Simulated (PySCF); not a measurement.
## Stretching NaSe⁻

Set-up: PySCF, no relativity, basis sets Na def2-SVPD, Se def2-SVPD. Energies in eV from Na + Se⁻ in their ground configurations at the same level. All curves are PBE0. state 1: ¹Σ⁺ (singlet), closed shell; state 2: ³Π (triplet), unpaired electrons σ ↑, π ↑, a second solution, started from another occupation; state 3: Ms = 0 determinant of mixed spin (⟨S²⟩ near 1.0), unpaired electrons σ ↓, π ↑, a second solution, started from another occupation; state 4: ³Σ⁺ (triplet), unpaired electrons σ ↑↑, a second solution, started from another occupation.

```tsv
R (Å)	state 1	state 2	state 3	state 4
2.188	-0.945	-0.083	-0.069	0.1513
2.290	-1.230	-0.499	-0.485	-0.1744
2.391	-1.386	-0.775	-0.762	-0.3913
2.468	-1.440	-0.914	-0.901	-0.5019
2.544	-1.454	-1.010	-0.997	-0.5793
2.620	-1.437	-1.071	-1.058	-0.6308
2.722	-1.380	-1.113	-1.100	-0.6697
2.849	-1.270	-1.120	-1.107	-0.6846
3.002	-1.105	-1.086	-1.073	-0.6710
3.205	-0.864	-1.002	-0.988	-0.6245
```

Question: Put a parabola through the three lowest points of the state 1 curve and estimate Re, k and ωe (reduced mass 17.85 u; 1 eV/Å² = 0.16022 mdyn/Å; ωe = 1302.8·√(k/μ) cm⁻¹).

Answer: Through R = 2.468, 2.544, 2.62 Å the second-order coefficient is 2.68 eV/Å², so Re ≈ 2.540 Å, k ≈ 0.860 mdyn/Å and ωe ≈ 286 cm⁻¹. A polynomial fit of higher order to the unrounded PBE0 energies gives Re = 2.537 Å, k = 0.862 mdyn/Å, ωe = 286 cm⁻¹; anharmonicity and rounding make the difference.

The higher-order fit for each curve: state 1: Re = 2.537 Å, ωe = 286 cm⁻¹, De = 1.45 eV; state 2: Re = 2.805 Å, ωe = 190 cm⁻¹, minimum 1.12 eV below the ground-state fragments; state 3: Re = 2.805 Å, ωe = 190 cm⁻¹, minimum 1.11 eV below the ground-state fragments; state 4: Re = 2.853 Å, ωe = 149 cm⁻¹, minimum 0.68 eV below the ground-state fragments.

For an ion De counts to the pair picked by the measured ionisation energies or electron affinities, which need not be the lowest pair at this level. The highest Kohn–Sham level is positive in this anion. Much of that is self-interaction error, but it also means that the finite basis helps to hold the extra electron.
